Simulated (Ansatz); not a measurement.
One change: `B[SiH2]N[SiH2]F` becomes `OCN[SiH2]F`.

Ansatz, PBE0-D4/def2-TZVP geometries, multiplicity 1. Each molecule was computed in one conformer, which needn't be the lowest.

```
                                      property  `B[SiH2]N[SiH2]F`
             HOMO energy (PBE/def2-TZVPP) / eV              -6.45
           LUMO energy (B3LYP/def2-TZVPP) / eV              -1.41
zero-point energy (PBE0-D4/def2-TZVP) / kJ/mol              196.9
            HOMO energy (PBE0/def2-TZVPP) / eV              -7.76
         HOMO–LUMO gap (B3LYP/def2-TZVPP) / eV               6.14
         LUMO energy (ωB97M-V/def2-TZVPP) / eV               0.67
```

What does the change do to each property? (An estimate is asked.)

Computed: 
```json
{"property": "HOMO energy (PBE/def2-TZVPP) / eV", "`OCN[SiH2]F`": "-6.32", "shift": "0.13"}
{"property": "LUMO energy (B3LYP/def2-TZVPP) / eV", "`OCN[SiH2]F`": "0.29", "shift": "1.70"}
{"property": "zero-point energy (PBE0-D4/def2-TZVP) / kJ/mol", "`OCN[SiH2]F`": "211.8", "shift": "14.9"}
{"property": "HOMO energy (PBE0/def2-TZVPP) / eV", "`OCN[SiH2]F`": "-7.82", "shift": "-0.06"}
{"property": "HOMO–LUMO gap (B3LYP/def2-TZVPP) / eV", "`OCN[SiH2]F`": "7.87", "shift": "1.73"}
{"property": "LUMO energy (ωB97M-V/def2-TZVPP) / eV", "`OCN[SiH2]F`": "2.14", "shift": "1.47"}
```

With PBE0 the HOMO falls by 0.06 eV and the LUMO rises by 1.81 eV, so the gap widens by about 1.87 eV. PBE moves the HOMO by 0.13 eV and ωB97M-V by -0.19 eV. The zero-point energy changes by 14.9 kJ/mol with -3 modes.

B3LYP here is the variant with VWN-RPA as its local correlation; programs differ in this.
